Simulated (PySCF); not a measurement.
2-methylprop-2-en-1-amine (C4H9N), SMILES NCC(C)=C. Geometry: PBE-D3(BJ)/def2-SVP. Other conformers were not sampled.

Computed equilibrium geometry at PBE-D3(BJ)/def2-SVP (PySCF confirms it by a frequency run) as bond lengths and angles (one conformer of several):
Atoms: C1 C2 C3 C4 N5 H6 H7 H8 H9 H10 H11 H12 H13 H14. Bonded distances (Å): C1–C2 1.349, C1–H6 1.102, C1–H7 1.102, C2–C3 1.505, C2–C4 1.517, C3–H8 1.107, C3–H9 1.109, C3–H10 1.112, C4–N5 1.465, C4–H11 1.115, C4–H12 1.119, N5–H13 1.029, N5–H14 1.027. Angles (°): C2–C1–H6 121.6, C2–C1–H7 121.2, H6–C1–H7 117.2, C1–C2–C3 123.2, C1–C2–C4 121.0, C3–C2–C4 115.8, C2–C3–H8 112.2, C2–C3–H9 109.8, C2–C3–H10 110.6, H8–C3–H9 109.7, H8–C3–H10 108.4, H9–C3–H10 106.0, C2–C4–N5 111.1, C2–C4–H11 108.2, C2–C4–H12 108.7, N5–C4–H11 107.2, N5–C4–H12 115.1, H11–C4–H12 106.2, C4–N5–H13 109.3, C4–N5–H14 110.1, H13–N5–H14 106.1.
Charge 0, spin multiplicity 1.
